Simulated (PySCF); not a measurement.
PySCF input for C2H8FNSi2, SMILES C=C[Si@H](N)[SiH2]F, PBE-D3(BJ)/def2-SVP. Geometry: PBE-D3(BJ)/def2-SVP. The structure was generated by enumeration; whether it is a known compound was not checked. Other conformers were not sampled.

```python
import numpy as np
from pyscf import gto, scf, dft, df
from pyscf.hessian import thermo

mol = gto.M(
    atom='''
    C    -2.54946784   -0.84179242    0.08430045
    C    -1.61985852   -0.46170952    0.98494266
    Si   -0.26593892    0.76760365    0.56565804
    N    -0.76550967    1.64715570   -0.86365976
    Si    1.75611726   -0.31854244    0.03823717
    F     1.51039618   -1.40271722   -1.17964219
    H    -2.54645268   -0.43183910   -0.94069519
    H    -3.34276035   -1.56959075    0.32832630
    H    -1.64827775   -0.89809689    2.00088864
    H     0.02382201    1.58483985    1.81345340
    H    -1.61885170    2.21129071   -0.80235776
    H    -0.05663425    2.14737042   -1.40576478
    H     2.81222764    0.65222766   -0.43060080
    H     2.29539065   -1.06768185    1.22915647
    ''',
    basis='def2-SVP',
    charge=0,
    spin=0,
    max_memory=1600,
    verbose=3,
)
mf = dft.RKS(mol, xc='pbe').density_fit(auxbasis='def2-universal-jkfit')
mf.disp = 'd3bj'
mf.grids.level = 3
mf.conv_tol = 1e-11
mf.max_cycle = 100
mf.kernel()

# analytic Hessian; the response equations are solved on a coarser grid
h, args, fine = mf.Hessian(), (mf.mo_energy, mf.mo_coeff, mf.mo_occ), mf.grids
h.max_memory = max(150, 2.5e-5 * df.make_auxmol(mol, mf.with_df.auxbasis).nao * mol.nelec[0] * (mol.nelec[0] + mol.nao))  # MB; small integral blocks
h1ao = h.make_h1(mf.mo_coeff, mf.mo_occ)
mf.grids = dft.Grids(mol).set(level=1).build(with_non0tab=True)
mo1, mo_e1 = h.solve_mo1(*args, h1ao)
mf.grids = fine
hess = h.hess_elec(*args, mo1, mo_e1, h1ao) + h.hess_nuc()
if mf.do_disp():
    hess += h.get_dispersion()
for i in range(mol.natm):  # the analytic DFT Hessian lacks the response of the grid: restore translational invariance
    hess[i, i] -= hess[i].sum(axis=0)
hess = (hess + hess.transpose(1, 0, 3, 2)) / 2
vib = thermo.harmonic_analysis(mol, hess, imaginary_freq=False)
thermo.dump_normal_mode(mol, vib)
th = thermo.thermo(mf, vib['freq_au'][vib['freq_au'] > 0], 298.15, 101325)
thermo.dump_thermo(mol, th)
g0 = mf.nuc_grad_method().set(verbose=0).kernel()

# dipole derivatives [dipole axis, atom, xyz] from the same response
r, irp = mol.intor('int1e_r'), mol.intor('int1e_irp').reshape(3, 3, mol.nao, mol.nao)
sl, dm0, ok = mol.aoslice_by_atom(), np.array(mf.make_rdm1()), []
dmu = np.einsum('a,xt->xat', mol.atom_charges(), np.eye(3))
for a, (_, _, p0, p1) in enumerate(sl):
    dmu[:, a] += 2 * np.einsum('xtij,ij->xt', irp[:, :, :, p0:p1], dm0.reshape(-1, mol.nao, mol.nao).sum(0)[:, p0:p1])
    for u, c, occ, f in [(mo1, mf.mo_coeff, mf.mo_occ, 4)]:
        dmu[:, a] -= f * np.einsum('tui,xuv,vi->xt', u[a], r, c[:, occ > 0], optimize=True)
L = vib['norm_mode']
ir = 974.8801 * (np.einsum('xat,kat->kx', dmu, L) ** 2).sum(1)       # km/mol
apt = np.einsum('xax->a', dmu) / 3
print('mode   freq/cm-1   IR/(km/mol)')
for k, w in enumerate(vib['freq_wavenumber']):
    print(f'{k + 1:4d} {w:11.2f} {ir[k]:13.3f}')
print('max |gradient| / (hartree/bohr):', abs(g0).max())
print('APT charges:', apt.round(4))
```

It prints:

```
converged SCF energy = -813.729232971677

WARN: DFTD3 does not support analytical Hessian, using finite difference


WARN: Mole.unit (angstrom) is changed to Bohr

Mode                                 0                   1                   2
Irrep
Freq [cm^-1]                       40.3912             55.8928            112.3572
Reduced mass [au]                   4.5292              3.7600              3.1446
Force const [Dyne/A]                0.0044              0.0069              0.0234
Char temp [K]                      58.1140             80.4173            161.6569
Normal mode                   x     y     z       x     y     z       x     y     z
       0   C                 0.08 -0.05 -0.08   -0.11  0.09  0.02   -0.03  0.03 -0.02
       1   C                 0.03 -0.02 -0.04   -0.02 -0.04 -0.03   -0.07  0.02  0.02
       2  Si                 0.01  0.02  0.02   -0.01 -0.04 -0.01   -0.00 -0.04  0.05
       3   N                 0.00  0.06  0.04   -0.03  0.03  0.04    0.09 -0.12 -0.03
       4  Si                -0.00  0.03 -0.04    0.03  0.04 -0.04    0.03  0.05 -0.02
       5   F                -0.09 -0.08  0.08    0.09 -0.07  0.05   -0.05  0.04 -0.00
       6   H                 0.11 -0.04 -0.07   -0.18  0.19  0.06    0.07 -0.02 -0.04
       7   H                 0.10 -0.08 -0.12   -0.13  0.11  0.02   -0.09  0.10 -0.05
       8   H                 0.00 -0.04 -0.04    0.05 -0.13 -0.06   -0.17  0.08  0.04
       9   H                -0.01 -0.01  0.05    0.01 -0.09  0.02   -0.05  0.01  0.03
      10   H                -0.02  0.02  0.05   -0.01  0.05  0.09    0.08 -0.13 -0.13
      11   H                -0.00  0.11  0.08   -0.04  0.03  0.04    0.13 -0.14 -0.00
      12   H                -0.06  0.01 -0.23   -0.07  0.09 -0.14   -0.11  0.14 -0.15
      13   H                 0.12  0.15 -0.02    0.12  0.17 -0.00    0.24  0.09 -0.10
Mode                                 3                   4                   5
Irrep
[...]
      11   H                 0.14 -0.12  0.24    0.12 -0.06  0.12   -0.01  0.01 -0.01
      12   H                 0.01  0.01  0.03    0.29 -0.34 -0.06   -0.28  0.07 -0.57
      13   H                 0.11 -0.07 -0.09    0.37 -0.15 -0.25   -0.44 -0.45 -0.06
Mode                                21                  22                  23
Irrep
Freq [cm^-1]                      947.1563            971.8755           1006.2067
Reduced mass [au]                   1.3638              1.2107              1.0660
Force const [Dyne/A]                0.7208              0.6737              0.6359
Char temp [K]                    1362.7471           1398.3124           1447.7074
Normal mode                   x     y     z       x     y     z       x     y     z
       0   C                -0.09  0.11  0.04    0.06  0.06 -0.04    0.00 -0.01 -0.00
       1   C                 0.03 -0.04 -0.02   -0.01 -0.03  0.06    0.04 -0.05 -0.02
       2  Si                 0.00 -0.00  0.00   -0.00  0.02 -0.02    0.00 -0.00 -0.00
       3   N                -0.00  0.00 -0.00    0.01 -0.01  0.00   -0.00 -0.00  0.00
       4  Si                -0.00 -0.00 -0.00    0.00 -0.00 -0.00   -0.00  0.00  0.00
       5   F                 0.00  0.00  0.00   -0.00  0.00  0.00    0.00 -0.00 -0.00
       6   H                 0.33 -0.40 -0.16   -0.36 -0.21 -0.14   -0.32  0.42  0.17
       7   H                 0.37 -0.47 -0.19    0.25 -0.00  0.43    0.17 -0.22 -0.10
       8   H                -0.06  0.09  0.03   -0.47 -0.33 -0.09   -0.43  0.55  0.22
       9   H                -0.01  0.01 -0.00   -0.06 -0.13  0.09    0.00  0.01 -0.01
      10   H                 0.00  0.01  0.00    0.01 -0.03  0.08   -0.01 -0.00 -0.02
      11   H                 0.00 -0.01 -0.00   -0.02  0.01 -0.02    0.01  0.00  0.02
      12   H                 0.01 -0.00  0.01   -0.01  0.02  0.02    0.01 -0.01 -0.01
      13   H                 0.01  0.01  0.00    0.00  0.01  0.00    0.01 -0.01 -0.01
Mode                                24                  25                  26
Irrep
Freq [cm^-1]                     1225.9546           1358.8713           1493.3087
Reduced mass [au]                   1.3558              1.1678              1.1083
Force const [Dyne/A]                1.2006              1.2705              1.4562
Char temp [K]                    1763.8758           1955.1132           2148.5387
Normal mode                   x     y     z       x     y     z       x     y     z
       0   C                -0.00  0.04 -0.10    0.00  0.00 -0.01    0.00  0.00  0.00
       1   C                -0.05 -0.06  0.07   -0.08 -0.04 -0.06   -0.00 -0.00 -0.00
       2  Si                 0.01  0.00  0.00    0.00  0.01 -0.00   -0.00  0.00 -0.01
       3   N                -0.00 -0.00  0.00    0.00 -0.00  0.00    0.02 -0.06  0.05
       4  Si                 0.00 -0.00 -0.00    0.00 -0.00 -0.00    0.00 -0.00  0.00
       5   F                -0.00  0.00  0.00    0.00  0.00  0.00   -0.00  0.00 -0.00
       6   H                -0.29 -0.16 -0.18    0.50  0.35  0.15   -0.01 -0.02 -0.00
       7   H                 0.10  0.01  0.17    0.26 -0.04  0.61   -0.01  0.00 -0.02
       8   H                 0.58  0.35  0.27    0.07  0.06 -0.01   -0.01 -0.01 -0.00
       9   H                -0.01  0.02  0.01    0.01  0.00 -0.00   -0.00  0.00 -0.01
      10   H                 0.00  0.01 -0.02    0.00  0.01 -0.02    0.28  0.42 -0.44
      11   H                 0.00 -0.01  0.00   -0.01  0.01  0.01   -0.47  0.46 -0.15
      12   H                -0.01  0.01  0.00   -0.00  0.00  0.00   -0.00 -0.00 -0.00
      13   H                -0.00  0.00  0.00    0.00 -0.00 -0.00    0.01 -0.00 -0.00
Mode                                27                  28                  29
Irrep
Freq [cm^-1]                     1611.1667           2068.3991           2133.2717
Reduced mass [au]                   4.9538              1.0404              1.0349
Force const [Dyne/A]                7.5765              2.6226              2.7749
Char temp [K]                    2318.1102           2975.9658           3069.3030
Normal mode                   x     y     z       x     y     z       x     y     z
       0   C                 0.13  0.06  0.12    0.00 -0.00  0.00    0.00 -0.00  0.00
       1   C                -0.14 -0.07 -0.11    0.00 -0.00 -0.00   -0.00  0.00 -0.00
       2  Si                 0.00  0.00  0.00   -0.01 -0.02 -0.03    0.00 -0.00 -0.00
       3   N                -0.00  0.00 -0.00    0.00 -0.00 -0.00   -0.00  0.00 -0.00
       4  Si                 0.00  0.00 -0.00    0.00  0.00  0.00   -0.03 -0.02  0.00
       5   F                -0.00 -0.00 -0.00    0.00 -0.00  0.00   -0.00 -0.00 -0.00
       6   H                -0.18 -0.16  0.06    0.00  0.00  0.00   -0.00  0.00  0.00
       7   H                 0.02  0.10 -0.20   -0.00  0.00 -0.00    0.00 -0.00 -0.00
       8   H                 0.07  0.08 -0.06   -0.01 -0.00 -0.01   -0.00 -0.00 -0.00
       9   H                 0.02  0.02 -0.01    0.19  0.53  0.80    0.01  0.04  0.06
      10   H                -0.01 -0.01  0.01    0.00  0.00  0.00    0.00  0.00 -0.00
      11   H                 0.01 -0.02  0.01   -0.00 -0.00 -0.00   -0.00  0.00 -0.00
      12   H                -0.00 -0.00 -0.00   -0.04 -0.04  0.02    0.65  0.60 -0.29
      13   H                -0.00 -0.00  0.00   -0.01  0.03 -0.05    0.09 -0.15  0.24
Mode                                30                  31                  32
Irrep
Freq [cm^-1]                     2151.7457           3048.0962           3070.9438
Reduced mass [au]                   1.0476              1.0577              1.0917
Force const [Dyne/A]                2.8578              5.7897              6.0661
Char temp [K]                    3095.8830           4385.5317           4418.4044
Normal mode                   x     y     z       x     y     z       x     y     z
       0   C                 0.00  0.00  0.00   -0.04 -0.02 -0.04   -0.01 -0.00 -0.02
       1   C                -0.00 -0.00 -0.00    0.00  0.01 -0.02    0.00 -0.03  0.07
       2  Si                -0.00  0.00  0.00   -0.00 -0.00 -0.00    0.00  0.00  0.00
       3   N                 0.00 -0.00 -0.00   -0.00  0.00  0.00    0.00  0.00 -0.00
       4  Si                 0.00 -0.02  0.03   -0.00 -0.00 -0.00    0.00 -0.00  0.00
       5   F                 0.00 -0.00  0.00    0.00  0.00  0.00   -0.00  0.00  0.00
       6   H                -0.00 -0.00 -0.00   -0.01 -0.24  0.58   -0.00 -0.10  0.24
       7   H                 0.00  0.00  0.00    0.49  0.46 -0.16    0.09  0.08 -0.03
       8   H                 0.00  0.00  0.00   -0.01 -0.11  0.25    0.03  0.36 -0.83
       9   H                -0.00 -0.02 -0.03   -0.00 -0.00  0.00   -0.00 -0.00 -0.00
      10   H                 0.00 -0.00 -0.00    0.00 -0.00  0.00    0.00 -0.00  0.00
      11   H                -0.00  0.00 -0.00    0.00 -0.00  0.00   -0.00 -0.00  0.00
      12   H                 0.21  0.18 -0.09   -0.00 -0.00  0.00   -0.00  0.00  0.00
      13   H                -0.33  0.47 -0.73   -0.00 -0.00  0.00   -0.00  0.00 -0.00
Mode                                33                  34                  35
Irrep
Freq [cm^-1]                     3145.7873           3474.2794           3572.0896
Reduced mass [au]                   1.1171              1.0506              1.0944
Force const [Dyne/A]                6.5131              7.4717              8.2275
Char temp [K]                    4526.0875           4998.7145           5139.4416
Normal mode                   x     y     z       x     y     z       x     y     z
       0   C                -0.04 -0.06  0.06   -0.00  0.00 -0.00   -0.00 -0.00 -0.00
       1   C                -0.00 -0.00  0.01   -0.00 -0.00 -0.00   -0.00 -0.00 -0.00
       2  Si                 0.00  0.00  0.00    0.00  0.00  0.00    0.00 -0.00  0.00
       3   N                -0.00 -0.00 -0.00   -0.02  0.05 -0.02    0.07  0.00 -0.03
       4  Si                 0.00 -0.00  0.00   -0.00 -0.00 -0.00   -0.00 -0.00  0.00
       5   F                -0.00  0.00 -0.00    0.00 -0.00 -0.00    0.00 -0.00 -0.00
       6   H                -0.00  0.25 -0.63    0.00  0.00 -0.00   -0.00 -0.00  0.00
       7   H                 0.47  0.43 -0.14   -0.00 -0.00  0.00    0.00  0.00 -0.00
       8   H                 0.00  0.04 -0.09   -0.00 -0.00  0.00   -0.00 -0.00  0.00
       9   H                 0.00  0.00  0.00    0.00 -0.00  0.00    0.00  0.00  0.00
      10   H                 0.00  0.00 -0.00    0.65 -0.40 -0.05   -0.48  0.32  0.03
      11   H                -0.00  0.00  0.00   -0.42 -0.27  0.32   -0.52 -0.37  0.41
      12   H                -0.00  0.00 -0.00    0.00  0.00 -0.00    0.00  0.00 -0.00
      13   H                -0.00  0.00 -0.00    0.00 -0.00  0.00    0.00 -0.00 -0.00
temperature 298.1500 [K]
pressure 101325.00 [Pa]
Rotational constants [GHz] 2.91489 1.38128 1.20622
Symmetry number 1
Zero-point energy (ZPE) 0.09476 [Eh]   248794.255 [J/mol]
                           tot       elec      trans        rot        vib
Entropy [J/mol/K]       408.132      0.000    168.584    119.592    119.955
Cv [J/mol/K]            141.739      0.000     12.472     12.472    116.796
Cp [J/mol/K]            150.054      0.000     20.786     12.472    116.796
Internal energy [J/mol]                      3718.434   3718.434 267095.225
Internal energy [Eh]   -813.62467  -813.72923
Enthalpy [J/mol]                             6197.391   3718.434 267095.225
Enthalpy [Eh]          -813.62373
Gibbs free energy [J/mol]                  -44066.033 -31938.023 231330.575
Gibbs free energy [Eh] -813.67007
mode   freq/cm-1   IR/(km/mol)
   1       40.39         0.439
   2       55.89         0.342
   3      112.36         1.118
   4      132.36         4.609
   5      169.54         0.516
   6      219.23         3.924
   7      267.62        26.261
   8      367.34         8.958
   9      404.11        92.907
  10      437.45        39.911
  11      459.37        45.386
  12      515.15        19.904
  13      644.90         3.912
  14      711.58        41.342
  15      718.56        31.786
  16      769.84        42.251
  17      818.00        33.188
  18      830.86       277.201
  19      842.10       112.734
  20      886.50        93.673
  21      912.84        75.159
  22      947.16        22.286
  23      971.88         9.786
  24     1006.21        15.825
  25     1225.95         0.396
  26     1358.87        12.278
  27     1493.31        38.425
  28     1611.17         2.400
  29     2068.40       159.604
  30     2133.27       136.220
  31     2151.75       122.633
  32     3048.10        11.613
  33     3070.94         6.368
  34     3145.79         5.513
  35     3474.28        17.402
  36     3572.09        20.595
max |gradient| / (hartree/bohr): 0.00011165665928904644
APT charges: [-0.0593 -0.3212  1.0523 -0.7161  1.0596 -0.5604  0.0418  0.0329  0.0124
 -0.3213  0.1583  0.1655 -0.2827 -0.2618]
```

The run converged.
